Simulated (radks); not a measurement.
Values are calculated unless marked as measured or tabulated.
The tin anion Sn4-, [Xe], held by a Watson sphere: a shell of charge +3.61 at radius R that stands for the Madelung well of a crystal (potential energy -3.61/R inside, -3.61/r outside, in hartree with lengths in bohr). Code: a radial shooting solver on a logarithmic mesh with Libxc functionals. Model: scalar-relativistic Kohn-Sham, LB94 model potential, spin-polarised, spherical densities, point nucleus. Response by self-consistent Sternheimer equations with the Hartree and adiabatic LDA kernel, the relativistic mass of each level held fixed and spin-orbit coupling left out. The sphere does not respond.

R (bohr)  e(4d) (eV)  e(5s) (eV)  e(5p) (eV)  <r> 5p (bohr)  sum of <r^2> (bohr^2)  X-ray form factor at sin(theta)/lambda = 0.1 1/angstrom  alpha (bohr^3)
3.53         -27.486     -12.202      -5.980          3.474                  121.8                                                   47.614           132.2
3.71         -27.269     -11.836      -5.697          3.570                  126.9                                                   47.493           150.4
4.63         -26.480     -10.479      -4.475          4.060                  155.3                                                   47.003           285.5
5.24         -26.128      -9.925      -3.857          4.380                  176.4                                                   46.792           425.2
5.61         -25.956      -9.677      -3.544          4.571                  190.3                                                   46.704           535.3
